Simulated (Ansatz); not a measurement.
Species: C$_{5}$H$_{9}$O, net charge -1, singlet state. It need not be the lowest isomer of its formula. Whether it binds its extra electron was not tested at this geometry. 
Geometry from a B3LYP-D3(BJ)/def2-TZVP (Ansatz, a first-principles code) optimisation:
SMILES: CC[CH-]C(C)=O
```xyz
15

C      2.3883     0.4635    -0.5174
C      1.4849    -0.1028     0.5943
C      0.0955     0.4540     0.6078
C     -0.9503    -0.1995    -0.0158
O     -0.8994    -1.3097    -0.6339
C     -2.3325     0.4693     0.0416
H      2.4907     1.5494    -0.4201
H      1.9392     0.2606    -1.4919
H      3.3970     0.0248    -0.5011
H      1.4091    -1.1856     0.4483
H      1.9911     0.0575     1.5593
H     -0.0775     1.4124     1.0878
H     -2.6916     0.6482    -0.9778
H     -2.3317     1.4170     0.5892
H     -3.0463    -0.2145     0.5140
```
Charge -1, spin multiplicity 1.

Total electronic energies in hartree. Valence correlation only, unless marked. No spin-orbit coupling. No relativistic terms. CBS marks a two-point X^-3 extrapolation of the correlation energy; Hartree-Fock from the larger set. [CCSD(T)-MP2]/basis is that difference in the basis named.

```tsv
level	program	energy (Eh)
HF/aug-cc-pVDZ	Ansatz	-269.45270
HF/cc-pVTZ	Ansatz	-269.50886
HF/cc-pwCVTZ	Ansatz	-269.51062
RI-HF/cc-pVTZ	Ansatz	-269.50875
revPBE/def2-TZVPD	Ansatz	-271.20763
B3LYP-D3(BJ)/def2-TZVPD	Ansatz + dftd3	-271.31946
PBE0/def2-QZVPP	Ansatz	-270.97998
r2SCANh/def2-TZVPD	Ansatz	-271.11493
HSE06-D4/def2-TZVPD	Ansatz + dftd4	-270.95773
CAM-B3LYP-D3(BJ)/def2-TZVPD	Ansatz + dftd3	-271.15839
CAM-B3LYP/def2-TZVPD	Ansatz	-271.15025
B2PLYP/def2-TZVPD	Ansatz	-271.04807
RPA@PBE/cc-pVQZ	Ansatz	-271.39698
MP2/cc-pVQZ	Ansatz	-270.71279
RI-MP2/cc-pVQZ	Ansatz	-270.71231
SCS-MP2/STO-3G	Ansatz	-266.22941
SCS-MP2/6-31G	Ansatz	-269.87061
SCS-MP2/aug-cc-pVDZ	Ansatz	-270.38486
CCSD/6-31G	Ansatz	-269.92320
CCSD/6-31G*	Ansatz	-270.28829
CCSD/cc-pVTZ	Ansatz	-270.65785
CCSD(T)/cc-pVTZ	Ansatz	-270.70856
RI-MP2/CBS(aug-cc-pVTZ,aug-cc-pVQZ)+[CCSD(T)-MP2]/aug-cc-pVTZ	Ansatz	-270.8621
```

Totals of different functionals don't rank their quality; only differences between species are comparable.
